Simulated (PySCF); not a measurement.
**Be: a base run and its variants**

Base input, run as `OMP_NUM_THREADS=1 python input.py` with PySCF 2.14:

```python
from pyscf import gto, dft

mol = gto.M(
    atom='Be 0 0 0',
    basis='cc-pvdz',
    charge=0,
    spin=0,
    symmetry=True,
    verbose=4,
)
mf = dft.RKS(mol, xc='lda,vwn')
mf = mf.density_fit(auxbasis='def2-universal-jkfit')
mf.kernel()
mf.analyze()
print('orbital energies (hartree):', mf.mo_energy[..., max(0, mol.nelec[1]-3):mol.nelec[0]+3].round(4))
```

Base result: E(SCF) = -14.443536 Eh, 4 cycles. 

Hardware: Intel Xeon Platinum 8488C, 1 thread, shared host. Wall time 0.74 s, peak memory 0.12 GiB.

Each row names what differs from the base; energies in brackets are changes from the base.

| change | result |
| --- | --- |
| functional: lda,vwn → pbe1 [unsound on purpose] | stops with KeyError ("LibXCFunctional: name 'PBE1' not found.") |
| Cartesian functions: off → on | E(SCF) = -14.445653 Eh (-0.0576 eV), 5 cycles |
| step after the SCF: analyze → tda; number of roots: default → 4 | E(SCF) = -14.443536 Eh (+0.0000 eV), 4 cycles, first singlet excitations without spin–orbit coupling 5.44, 5.44, 5.44, 10.25 eV |
| initial guess: minao → 1e | E(SCF) = -14.443536 Eh (+0.0000 eV), 5 cycles |
| functional: lda,vwn → o3lyp | E(SCF) = -14.666728 Eh, 4 cycles |
| basis set: cc-pvdz → sto-3g | E(SCF) = -14.221427 Eh (+6.0439 eV), 2 cycles |
| functional: lda,vwn → wb97xd3x [unsound on purpose] | stops with KeyError ("LibXCFunctional: name 'WB97XD3X' not found.") |
| functional: lda,vwn → pw6b95 | E(SCF) = -14.695653 Eh, 4 cycles |
| functional: lda,vwn → camb3lyp | E(SCF) = -14.648071 Eh, 4 cycles |
| step after the SCF: analyze → ccsd(t); SCF type: RKS → RHF; functional: lda,vwn → none (Hartree–Fock); frozen orbitals: default → 0 | E(SCF) = -14.572341 Eh, 4 cycles, E(CCSD) − E(SCF) = -0.04506 Eh, (T) = -0.00004 Eh |
| PCM solvent, dielectric constant: none → 2.27 | E(SCF) = -14.444037 Eh (-0.0136 eV), 4 cycles |
| PCM solvent, dielectric constant: none → 20.5 | E(SCF) = -14.444394 Eh (-0.0234 eV), 4 cycles |
| step after the SCF: analyze → eomip; SCF type: RKS → RHF; functional: lda,vwn → none (Hartree–Fock); frozen orbitals: default → 0; number of roots: default → 4 | E(SCF) = -14.572341 Eh, 4 cycles, E(CCSD) − E(SCF) = -0.04506 Eh, ionisation roots 9.292, 13.282, 13.282, 13.282 eV |
| density fitting: def2-universal-jkfit → none | E(SCF) = -14.443528 Eh (+0.0002 eV), 4 cycles |
| smearing width (hartree): none → 0.05 | E(SCF) = -14.348892 Eh (+2.5754 eV), 6 cycles |

**Question.** Order these changes by how far they move the SCF energy from the base, largest first: (1) Cartesian functions: off → on; (2) PCM solvent, dielectric constant: none → 2.27; (3) PCM solvent, dielectric constant: none → 20.5; (4) density fitting: def2-universal-jkfit → none.

**Answer.** (1) -0.0576 eV, (3) -0.0234 eV, (2) -0.0136 eV, (4) +0.0002 eV.
